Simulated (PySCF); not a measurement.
C3H6BNO, SMILES CC#CB(N)O.

Coordinates come from a ωB97X-D3(BJ)/def2-SVP optimisation. This is a generated structure with no PubChem entry under its InChIKey; it may be hypothetical. One conformer was computed; it need not be the lowest.

Two levels are set side by side: TDA-PBE/def2-SVPD (PySCF) and TDA-B3LYP/def2-SVPD (PySCF). Vertical, same geometry. The lowest singlet is HOMO−1→LUMO 99 % with PBE and HOMO−1→LUMO 98 % with the other functional; states are paired by order. Differences are taken from unrounded values.

```csv
quantity,TDA-B3LYP
lowest singlet excitation (eV),5.67
lowest triplet excitation (TDA) (eV),4.82
first bright state (f over 0.05) (eV),6.10
its oscillator strength,0.06
```

Task: What does TDA-PBE give, and how far is it from TDA-B3LYP? (An estimate is asked for; the answer gives what the named calculation found.)

Result: 
| quantity | TDA-PBE | TDA-PBE minus TDA-B3LYP |
|---|---|---|
| lowest singlet excitation (eV) | 5.55 | -0.12 |
| lowest triplet excitation (TDA) (eV) | 4.70 | -0.12 |
| first bright state (f over 0.05) (eV) | 5.94 | -0.16 |
| its oscillator strength | 0.08 | 0.02 |

Rough cost on one machine, each run with all the roots and properties that it gave: TDA-B3LYP against TDA-PBE about 2 times.
